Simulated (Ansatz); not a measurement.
C2H7FN2Si can be A, `NC/C(F)=N/[SiH3]`, or B, `C=C[Si](N)(N)F`.

Computed with Ansatz on PBE0-D4/def2-TZVP structures; ΔE is electronic, products minus reactants. CCSD(T)/CBS adds triple-zeta CCSD(T) − MP2 to the extrapolated MP2 energy (def2 sets, frozen cores). DFT in def2-TZVPP. B3LYP here is the variant with VWN-RPA as its local correlation; programs differ in this. Each species was taken in one conformer, which may not be the lowest.

Q: Which isomer does CCSD(T)/CBS put lower? Give the gap. (Best estimate.)

A: Computed: B, by 89.6 kcal/mol.

Q: Give E(B) − E(A) in kcal/mol with HF/def2-TZVPP, CCSD/def2-TZVPP, ωB97M-V, B3LYP-D4, MP2/def2-TZVPP, PBE0-D4, PBE-D4. (An estimate is asked.)

A: Computed: HF/def2-TZVPP -85.7, CCSD/def2-TZVPP -87.0, ωB97M-V -85.4, B3LYP-D4 -83.8, MP2/def2-TZVPP -88.9, PBE0-D4 -81.6, PBE-D4 -77.9. None reverses the order clearly.

Largest T1 diagnostic: 0.013.

From PBE to PBE0 (25 % exact exchange), in def2-TZVPP and without D4, E(B) − E(A) moves by −3.8 kcal/mol. The D4 term adds −1.2 kcal/mol with B3LYP and −0.6 kcal/mol with PBE0; it sums over pairs of atoms, weighted by their polarisabilities, and B3LYP, whose exchange is more repulsive, gets the larger term.
